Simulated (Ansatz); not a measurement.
Si50H54⁻, a nanocrystal cut from hexagonal silicon. The state is a doublet with charge -1. Geometry PBE-D4/def2-SVP, that of the neutral singlet; atoms count from 1.

```xyz
104

Si   -4.936    0.925    2.238
Si   -3.392    2.501    3.059
Si   -2.694   -0.667    5.212
Si   -2.085    1.566    4.797
Si   -3.337    4.165   -0.393
Si   -2.003    3.173    1.286
Si   -0.453    4.762    2.060
Si    0.182    1.608    4.171
Si    0.858    3.829    3.796
Si    0.904    5.417    0.251
Si    3.139    3.820    3.228
Si   -5.247   -2.586    0.682
Si   -3.752   -0.960    1.479
Si   -2.441   -1.886    3.216
Si   -3.730    0.711   -1.995
Si   -3.067    2.938   -2.375
Si   -2.395   -0.271   -0.309
Si   -0.835    1.297    0.479
Si   -0.184   -1.873    2.571
Si    0.479    0.353    2.205
Si    1.156   -2.959    4.185
Si    2.961   -1.658    4.958
Si   -0.795    2.968   -2.992
Si    0.532    1.980   -1.304
Si    2.097    3.539   -0.510
Si    2.744    0.379    1.576
Si    3.400    2.606    1.230
Si    4.135   -0.668    3.173
Si    3.501    4.144   -2.294
Si   -4.155   -4.460   -0.238
Si   -2.843   -5.707    1.282
Si   -4.152   -2.726   -3.668
Si   -3.496   -0.494   -4.001
Si   -2.791   -3.702   -1.998
Si   -1.251   -2.135   -1.155
Si   -0.553   -5.334    0.869
Si    0.054   -3.080    0.572
Si   -1.227   -0.451   -4.629
Si   -0.549    1.772   -5.003
Si    0.102   -1.430   -2.935
Si    1.678    0.118   -2.151
Si    2.319   -3.041   -0.059
Si    2.994   -0.819   -0.428
Si    1.707    1.778   -5.661
Si    3.018    0.766   -3.973
Si    4.636    2.302   -3.228
Si    5.248   -0.872   -1.102
Si    6.141    1.204   -1.773
Si    1.258   -3.298   -3.766
Si    2.581   -4.264   -2.054
H    -5.916    0.527    3.314
H    -5.710    1.518    1.086
H    -4.113    3.718    3.591
H    -4.119   -0.756    5.700
H    -1.790   -1.254    6.269
H    -2.266    2.395    6.047
H    -4.782    4.160    0.046
H    -2.913    5.600   -0.589
H    -1.215    5.948    2.605
H     1.020    1.005    5.274
H     0.638    4.630    5.059
H     0.043    5.943   -0.871
H     1.859    6.509    0.668
H     3.658    5.226    3.054
H     3.935    3.150    4.322
H    -6.163   -3.021    1.800
H    -6.096   -1.968   -0.404
H    -2.874   -3.314    3.452
H    -5.176    0.688   -1.557
H    -3.892    3.512   -3.504
H     0.299   -3.380    5.353
H     1.718   -4.211    3.557
H     2.460   -0.593    5.897
H     3.907   -2.548    5.728
H    -0.351    4.398   -3.197
H     4.854    2.630    0.823
H     5.126    0.335    3.713
H     4.918   -1.750    2.469
H     2.656    4.765   -3.381
H     4.494    5.179   -1.826
H    -5.223   -5.368   -0.805
H    -3.204   -5.429    2.718
H    -3.115   -7.169    1.016
H    -5.596   -2.786   -3.235
H    -4.014   -3.506   -4.952
H    -4.326    0.167   -5.077
H    -2.018   -4.858   -2.588
H     0.294   -5.950    1.955
H    -0.233   -6.048   -0.423
H    -1.047   -1.248   -5.901
H    -1.431    2.394   -6.062
H     3.156   -3.640    1.049
H     2.183    3.193   -5.883
H     1.874    1.019   -6.955
H     3.692   -0.467   -4.529
H     5.411    2.812   -4.422
H     6.090   -1.489   -0.014
H     5.322   -1.777   -2.309
H     6.524    2.056   -0.591
H     7.398    0.918   -2.560
H     0.269   -4.313   -4.284
H     2.137   -2.874   -4.916
H     2.162   -5.697   -1.836
H     4.031   -4.261   -2.471
```

Single mean-field runs in def2-SVP are fitted with def2-universal-jkfit.

(1) Estimate the Mulliken populations of the heavy atoms from the PBE0/def2-SVP orbitals of Ansatz.

(2) Where does the spin sit?

(3) And the Mayer bond orders between heavy atoms (over 0.3, the first 40 of 73)?

## Answers

(1) 
```
atom  charge (e)  spin (α − β)
 Si1        0.15          0.00
 Si2        0.02          0.02
 Si3        0.11          0.00
 Si4       -0.04          0.02
 Si5        0.18          0.01
 Si6       -0.24          0.00
 Si7        0.02          0.02
 Si8        0.00         -0.01
 Si9       -0.04          0.02
Si10        0.15          0.00
Si11        0.11          0.00
Si12        0.17          0.01
Si13       -0.22          0.04
Si14        0.04          0.04
Si15        0.01          0.01
Si16       -0.05          0.01
Si17       -0.09          0.04
Si18        0.00          0.06
Si19       -0.16          0.02
Si20       -0.08          0.05
Si21        0.12          0.00
Si22        0.04          0.00
Si23        0.01          0.01
Si24       -0.09          0.04
Si25       -0.22          0.04
Si26       -0.16          0.02
Si27        0.04          0.03
Si28        0.12          0.00
Si29        0.17          0.01
Si30       -0.06          0.02
Si31        0.08          0.01
Si32        0.14          0.01
Si33       -0.05          0.00
Si34       -0.05          0.02
Si35       -0.07          0.04
Si36        0.12          0.00
Si37       -0.14          0.04
Si38        0.03          0.01
Si39       -0.05          0.00
Si40       -0.18          0.05
Si41       -0.07          0.04
Si42        0.00          0.03
Si43       -0.14          0.04
Si44        0.14          0.01
Si45       -0.05          0.02
Si46       -0.06          0.02
Si47        0.12          0.00
Si48        0.08          0.01
Si49        0.14          0.00
Si50        0.08          0.01
```
Mulliken values depend strongly on the basis.

(2) Summed by element: Si 0.88, H 0.12, of 1 unpaired in all. Largest on single atoms: Si18 0.06, Si20 0.05, Si40 0.05.

(3) Si1–Si2 0.94 (2.35 Å); Si1–Si13 0.92 (2.35 Å); Si2–Si4 0.93 (2.37 Å); Si2–Si6 0.94 (2.35 Å); Si3–Si4 0.94 (2.35 Å); Si3–Si14 0.94 (2.35 Å); Si4–Si8 0.93 (2.35 Å); Si5–Si6 0.90 (2.36 Å); Si5–Si16 0.94 (2.35 Å); Si6–Si7 0.94 (2.35 Å); Si6–Si18 0.92 (2.35 Å); Si7–Si9 0.93 (2.37 Å); Si7–Si10 0.94 (2.35 Å); Si8–Si9 0.93 (2.35 Å); Si8–Si20 0.92 (2.35 Å); Si9–Si11 0.94 (2.35 Å); Si10–Si25 0.92 (2.35 Å); Si11–Si27 0.94 (2.35 Å); Si12–Si13 0.92 (2.35 Å); Si12–Si30 0.94 (2.36 Å); Si13–Si14 0.92 (2.37 Å); Si13–Si17 0.94 (2.35 Å); Si14–Si19 0.95 (2.35 Å); Si15–Si16 0.92 (2.35 Å); Si15–Si17 0.91 (2.36 Å); Si15–Si33 0.93 (2.35 Å); Si16–Si23 0.92 (2.35 Å); Si17–Si18 0.86 (2.35 Å); Si17–Si35 0.95 (2.34 Å); Si18–Si20 0.94 (2.37 Å); Si18–Si24 0.86 (2.35 Å); Si19–Si20 0.89 (2.35 Å); Si19–Si21 0.91 (2.36 Å); Si19–Si37 0.95 (2.35 Å); Si20–Si26 0.89 (2.35 Å); Si21–Si22 0.95 (2.36 Å); Si22–Si28 0.95 (2.36 Å); Si23–Si24 0.91 (2.36 Å); Si23–Si39 0.93 (2.35 Å); Si24–Si25 0.94 (2.35 Å).
